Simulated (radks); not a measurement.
The numbers below are computed, except where a source is named.
Spherical jellium clusters: N electrons in a uniform positive sphere of charge N and radius rs N^(1/3), rs = 5.61 bohr. Level of theory: non-relativistic Kohn-Sham, PBE, spin-polarised, spherical densities (a radial shooting solver with Libxc functionals). Levels are named by radial order and angular momentum (1s, 1p, 1d, 2s, ...), and open shells are averaged over m.

N = 6, configuration 1s2 1p(up 3, down 1). This is the lowest configuration that the search found. Occupied levels:

level    occupation  eigenvalue (eV)  <r> (bohr)
1s up             1          -3.1566       7.085
1s down           1          -2.9245       6.576
1p up             3          -2.4565       8.199
1p down           1          -2.1107       8.094

Energy (eV): total -10.0287, kinetic 6.0685, external -114.38, Hartree 56.963, exchange-correlation -16.337, background 57.658.

Electron density:

r (bohr)  n(r) (e/bohr^3)
1.14             0.001151
2.37             0.001332
3.59             0.001564
4.82             0.001736
6.04             0.001718
7.27             0.001452
8.49             0.001011
9.72            0.0005626
10.9            0.0002498
12.2           0.00009661
13.4           0.00003549
14.6           0.00001245
15.8            4.271e-06
